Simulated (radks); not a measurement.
Values are calculated unless marked as measured or tabulated.
Q: Sn, 50 electrons, occupied as [Kr] 4d9 5s2 5p3 (not the ground configuration). Code: a radial shooting solver on a logarithmic mesh with Libxc functionals. Model: scalar-relativistic Kohn-Sham, PBE, spin-unpolarised, spherical densities, finite nucleus; Fermi nuclear charge, rms radius 4.6519 fm. Some entries of the table are withheld. Estimate them.

orbital,occ.,eigenvalue (eV),<1/r> (bohr^-1),<r^2> (bohr^2)
1s,2,-29020.15,53.08,(1)
2s,2,-4388.030,12.11,0.01857
2p,6,-3940.076,11.65,0.01466
3s,2,(2),4.302,0.1316
3p,6,-706.6725,4.096,0.1323
3d,10,-481.3431,3.866,0.1174
4s,2,(3),1.703,0.7509
4p,6,-96.3068,1.550,0.8821
4d,9,-31.5895,1.247,(4)
5s,2,-12.4838,0.5688,(5)
5p,3,-4.7918,0.4334,10.25

A: 
(1) 1s <r^2> (bohr^2): 0.001143
(2) 3s eigenvalue (eV): -853.0675
(3) 4s eigenvalue (eV): -140.8103
(4) 4d <r^2> (bohr^2): 1.348
(5) 5s <r^2> (bohr^2): 5.901
